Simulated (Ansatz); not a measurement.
`F[SiH2][SbH2]` + H₂Te → `[SbH2][TeH]` + `F[SiH3]`  (cleavage of the Sb–Si bond)

Calculated with Ansatz (gas phase, PBE0-D4/def2-TZVP geometries, no zero-point term in ΔE). CCSD(T)/CBS is the MP2 limit (def2-TZVPP, def2-QZVPP) plus CCSD(T) − MP2 in def2-TZVPP, frozen cores. This one scheme is used for every species. DFT in def2-TZVPP. def2 core potentials past Kr. For Sb, Te outer-core shells are correlated without core-valence functions, which leaves a few kJ/mol of doubt a bond.

(1) Is it downhill or uphill in electronic energy at CCSD(T)/CBS, and by how much? (Estimate.)

(2) What do these levels give: PBE-D4, revPBE-D4, r2SCAN0-D4, CAM-B3LYP-D4, PBE-QIDH, revPBE? (An estimate is asked.)

Largest T1 diagnostic among the species: 0.013.

## Answers

(1) Ansatz gave: Downhill: ΔE = -54.4 kJ/mol.

(2) Computed: PBE-D4 -44.5, revPBE-D4 -44.4, r2SCAN0-D4 -50.1, CAM-B3LYP-D4 -49.8, PBE-QIDH -51.0, revPBE -46.4 kJ/mol.

In def2-TZVPP, CCSD(T) changes the Hartree–Fock value by +16.2 kJ/mol (the triples alone add +0.4 kJ/mol) and MP2 by +8.3 kJ/mol. From BLYP to BHLYP (50 % exact exchange), in def2-TZVPP and without D4, ΔE moves by −4.3 kJ/mol. Leaving LDA and LC-ωPBE aside and taking each functional with its dispersion term where it has one, the values, not all of them listed here, spread over 15.6 kJ/mol, from BHLYP-D4 to B97M-V. LDA lies +7.8 kJ/mol from PBE without D4.
